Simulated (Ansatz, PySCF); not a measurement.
Pair of molecules: HF (SMILES F) (first 2 atoms) with C2H2 (SMILES C#C); geometry from B3LYP-D3(BJ)/def2-TZVP, rigid monomers moved along the line of their centres of mass till H2···C3 is 1.99 Å.
(charge 0, multiplicity 1):
```xyz
6

F     -0.032    -0.012     0.349
H     -0.018    -0.004     1.283
C      0.252    -0.538     3.179
C     -0.233     0.557     3.178
H      0.683    -1.511     3.188
H     -0.664     1.530     3.185
```

Monomers are frozen at their geometry in the pair; levels with a basis set take the counterpoise correction. Rows marked so take none.

Frozen-core correlation. Rows in STO-3G carry no dispersion term and start afresh at each structure.

Programs: Ansatz (a first-principles code); PySCF for STO-3G rows. Each number belongs to the level named beside it.

What is the computed interaction energy (HF/aug-cc-pVTZ)?

-47 meV

Give the interaction energy at the level SCS-MP2/aug-cc-pVDZ.

-78 meV

Estimate the interaction energy that HF/STO-3G (no counterpoise) returns for this input.

158 meV
